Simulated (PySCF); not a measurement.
H3N, SMILES [NH3+], charge +1, multiplicity 2.

The structure is a stationary point at PBE0-D3(BJ)/def2-TZVPD.

Two levels are set side by side: PBE/def2-TZVPD (PySCF) and M06-2X/def2-TZVPD (PySCF). Same geometry, gas phase. Differences are taken from unrounded values.

```json
[
 {"quantity": "α-spin orbital gap (eV)", "M06-2X": "15.59"},
 {"quantity": "β-spin orbital gap (eV)", "M06-2X": "13.85"},
 {"quantity": "mean polarisability (bohr³)", "M06-2X": "7.5"}
]
```

What does PBE give, and how far is it from M06-2X? (An estimate is asked for; the answer gives what the named calculation found.)


```csv
quantity,PBE,PBE minus M06-2X
α-spin orbital gap (eV),10.71,-4.88
β-spin orbital gap (eV),7.37,-6.47
mean polarisability (bohr³),7.6,0.1
```

Rough cost on one machine, each run with all the roots and properties that it gave: M06-2X against PBE about 3 times.
